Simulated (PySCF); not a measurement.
# BeI⁺: from constants to spectrum

RHF-CCSD(T) constants of BeI⁺, ¹Σ⁺ (singlet), closed shell (Be aug-cc-pVDZ, I aug-cc-pVDZ-PP with ECP28; scalar-relativistic core potentials (PySCF 2.14); masses 9.0122 and 126.9045 u):

| Quantity | Value |
| --- | --- |
| ωe | 740.9 cm⁻¹ |
| ωexe | 3.83 cm⁻¹ |
| Be | 0.4559 cm⁻¹ |
| αe | 0.00315 cm⁻¹ |
| D (centrifugal) | 6.9e-07 cm⁻¹ |
| De to Be⁺ + I | 3.44 eV |

Question: Estimate the standard entropy (1 bar) and heat capacity of the ideal gas at 1500 K, rigid rotor with B0 and harmonic oscillator at the fundamental.

Answer: Translation (Sackur–Tetrode, M = 135.92 u): 203.7 J/(mol K). Rotation: q = kT/(σB0) = 2290 with σ = 1, 72.7. Vibration: x = hcν0/kT = 0.703, 11.41. S° = 287.8 J/(mol K); Cp = 7R/2 + 7.98 = 37.1 J/(mol K).

Correlated steps freeze 4 core orbitals. Correlated levels converge slowly with the basis: in double zeta they bind strong bonds too weakly, by up to about 1 eV, and carry superposition errors of some tenths. These are scalar-relativistic numbers at best; spin–orbit coupling would shift them, the dissociation energy most. For an ion De counts to the pair picked by the measured ionisation energies or electron affinities, which need not be the lowest pair at this level. Where the molecule has an RHF reference, its open-shell atoms are computed with UHF.
